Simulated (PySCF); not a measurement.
C4H12GeO4, singlet, geometry from GFN2-xTB. Base run: PySCF with DF-TPSS/pcseg-1.

PySCF was given this input:
```python
from pyscf import gto, scf, dft

mol = gto.M(
    atom='''
C    -0.787755   -2.356241   -1.346573
O    -0.646493   -0.943124   -1.321539
Ge   -0.000000    0.000000    0.000000
O    -0.414829    1.661168   -0.349770
C    -1.660539    2.121130   -0.853878
O    -0.672775   -0.692910    1.456417
C    -0.234917   -0.433668    2.782523
O     1.734097   -0.025134    0.214892
C     2.683210    0.668780   -0.582072
H    -1.388226   -2.585101   -2.228162
H    -1.294106   -2.719190   -0.452410
H     0.184630   -2.844834   -1.429517
H    -2.439775    2.051720   -0.092887
H    -1.967000    1.551678   -1.731065
H    -1.509213    3.166205   -1.127851
H     0.844591   -0.552434    2.873128
H    -0.510709    0.574999    3.095035
H    -0.740074   -1.163738    3.416523
H     2.765854    0.218114   -1.572630
H     2.416516    1.719946   -0.689653
H     3.637513    0.582634   -0.060510
''',
    basis='pcseg-1',
    charge=0,
    spin=0,
    verbose=4,
)

mf = dft.RKS(mol)
mf.xc = 'tpss'
mf = mf.density_fit(auxbasis='def2-universal-jkfit')
mf.kernel()
```

All variants below ran on the same shared machine, one core each. Differences are taken from the largest basis of the Pople family in the series, which isn't the basis-set limit (6-311G**: -6.364 eV). The cheapest run took very roughly 23 core-seconds.

```tsv
setting	basis functions	cost, times the cheapest (rough)	difference in HOMO energy (eV)
STO-3G	70	1	4.934
3-21G	118	1	0.553
6-31G	123	2	0.134
6-31G*	168	2	0.186
6-31G**	204	3	0.184
6-311G**	260	4	reference
```

Times come from a shared machine, hold the start-up and are rough.
